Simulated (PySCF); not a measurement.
**Electronic structure of Mg⁺ (magnesium, charge +1) at the UHF level**

Configuration: [Ne] 3p1, 2P determinant (an excited configuration). Calculation: PySCF 2.14, in aug-cc-pV5Z (8s7p5d4f3g2h, 131 functions); the non-relativistic Hamiltonian (point nucleus).

```json
{
 "Total energy": "-199.214676 hartree",
 "One-electron energy": "-274.8392 hartree",
 "Hartree (Coulomb) energy": "91.4560 hartree",
 "Exchange energy": "-15.8314 hartree",
 "Kinetic energy": "199.19323 hartree",
 "⟨S²⟩": "0.7500",
 "⟨L²⟩": "2.000",
 "Sum of ⟨r⟩": "9.252 bohr",
 "Sum of ⟨r²⟩": "18.95 bohr²",
 "Traceless quadrupole moment −½Σ⟨3z² − r²⟩ along its main axis": "-5.68 e·bohr²",
 "Density at the nucleus (Gaussians lack the cusp)": "1090 bohr⁻³",
 "Spin density at the nucleus": "0.00191 bohr⁻³",
 "Langevin diamagnetic susceptibility": "-15.0 ×10⁻⁶ cm³/mol"
}
```

```json
{"shell": "1s α", "electrons": "1", "mean orbital energy (eV)": "-1345.1", "spread (eV)": "0", "rms radius, mean of both spins (bohr)": "0.152"}
{"shell": "1s β", "electrons": "1", "mean orbital energy (eV)": "-1345.0", "spread (eV)": "0", "rms radius, mean of both spins (bohr)": "0.152"}
{"shell": "2s α", "electrons": "1", "mean orbital energy (eV)": "-113.00", "spread (eV)": "0", "rms radius, mean of both spins (bohr)": "0.756"}
{"shell": "2s β", "electrons": "1", "mean orbital energy (eV)": "-112.89", "spread (eV)": "0", "rms radius, mean of both spins (bohr)": "0.756"}
{"shell": "2p α", "electrons": "3", "mean orbital energy (eV)": "-72.866", "spread (eV)": "0.182", "rms radius, mean of both spins (bohr)": "0.769"}
{"shell": "2p β", "electrons": "3", "mean orbital energy (eV)": "-72.685", "spread (eV)": "0.249", "rms radius, mean of both spins (bohr)": "0.769"}
{"shell": "3p α", "electrons": "1", "mean orbital energy (eV)": "-10.452", "spread (eV)": "0", "rms radius, mean of both spins (bohr)": "3.77"}
```

Spin-orbit constants ζ (cm⁻¹) from the X2C one-electron operator on these orbitals (non-relativistic here): bare nucleus, nucleus screened by l(l+1)(2l+1)/3 electrons, and screened by the Breit-Pauli mean field of the electrons.

```csv
shell,bare,screened nucleus,mean field
2p,1745,1454,1323
3p,59.24,49.36,43.85
```

To first order the Landé constant is A = 43.85 cm⁻¹, so the lowest level has J = 1/2 and lies 0.00544 eV below the centre of the term.
